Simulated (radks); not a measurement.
Effect of the nuclear size on neutral praseodymium, [Xe] 4f3 6s2. All-electron calculation, Dirac Kohn-Sham, BLYP, spin-unpolarised, spherical densities, finite nucleus; open shells are shared between the two j in proportion to 2j + 1; Fermi nuclear charge, rms radius 4.8919 fm. Program: a radial shooting solver on a logarithmic mesh with Libxc functionals. The rms radius is varied about that value; shifts are against it.

rms radius (fm)	total energy shift (eV)	density at nucleus (e/bohr^3)	1s1/2 shift (meV)	2s1/2 shift (meV)	5s1/2 shift (meV)	5p1/2 shift (meV)	6s1/2 shift (meV)	6p1/2 (empty) shift (meV)	4f7/2 shift (meV)
4.388	-2.27	4.269e+05	-943	-116	-0.831	0.121	-0.043	0.033	0.180
4.6815	-0.972	4.21e+05	-403	-49.8	-0.356	0.052	-0.018	0.014	0.077
4.8919	0	4.171e+05	0.000	0.000	0.000	0.000	0.000	0.000	0.000
5.2099	1.53	4.114e+05	636	78.5	0.561	-0.082	0.029	-0.022	-0.122
6.0415	5.90	3.985e+05	2450	302	2.16	-0.314	0.111	-0.085	-0.468

Slopes of the eigenvalues against <r^2> in GHz/fm^2, as finite differences over the two radii next to the reference (eigenvalue slopes, not the field-shift constants of lines): 1s1/2 48100, 2s1/2 5930, 5s1/2 42.4, 5p1/2 -6.17, 6s1/2 2.18, 6p1/2 (empty) -1.67, 4f7/2 -9.20.
